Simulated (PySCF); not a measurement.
**Mg⁺: excitation energy**

Mg⁺ [Ne] 3s1 (2S) → Mg⁺ [Ne] 3p1 (2P), as a difference of total energies. All numbers are calculated (PySCF 2.14, scalar relativity by spin-free X2C-1e, in aug-cc-pCVTZ-DK). Correlated levels: nothing frozen. The calculations carry no spin-orbit coupling.

| method | excitation energy (eV) |
| --- | --- |
| UHF | 4.297 |
| MP2 (all electrons) | 4.396 |
| SCS-MP2 (all electrons) | 4.372 |
| CCSD (all electrons) | 4.393 |
| CCSD(T) (all electrons) | 4.397 |

Question: How much does correlation contribute at CCSD(T) (all electrons)?

Answer: 4.397 − (4.297) = 0.100 eV, measured against UHF.

Errors of the correlated levels include the incompleteness of this basis.

For comparison: 4.43 eV (measured; NIST levels, between the centres of gravity of the two terms).
